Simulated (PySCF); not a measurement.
Molecule: sum formula SiNH2Br2, charge 0, multiplicity 2. It need not be the lowest isomer of its formula. SMILES: [Si](Br)(N)Br
Geometry from a B3LYP-D3(BJ)/def2-TZVP (Ansatz) optimisation:
```xyz
6

Si     0.4707    -0.1682     0.6931
Br    -0.3055    -1.7799    -0.6818
Br    -0.4640     1.8486     0.3064
N      2.1381    -0.0072     0.3691
H      2.7241    -0.8115     0.2060
H      2.6532     0.8135     0.6485
```
Charge 0, spin multiplicity 2.

Dispersion corrections to the total energy (kcal/mol) from the dftd3 and dftd4 libraries through PySCF: D3(BJ) without and D4 with the three-body term, each with the damping fitted for the functional named.

```json
[
 {"functional": "LC-wPBE", "D3(BJ)": "___", "D4": "-5.33"},
 {"functional": "BP86", "D3(BJ)": "-8.56", "D4": "___"},
 {"functional": "B3LYP", "D3(BJ)": "-8.62", "D4": "-7.73"},
 {"functional": "r2SCAN", "D3(BJ)": "-1.21", "D4": "-1.01"},
 {"functional": "PBE", "D3(BJ)": "-4.36", "D4": "-4.66"},
 {"functional": "BLYP", "D3(BJ)": "-10.29", "D4": "-10.02"},
 {"functional": "B2GP-PLYP", "D3(BJ)": "-5.42", "D4": "___"}
]
```

Question: What belongs in the gaps?

Answer: 
- LC-wPBE, D3(BJ): -4.86
- BP86, D4: -6.64
- B2GP-PLYP, D4: -2.01
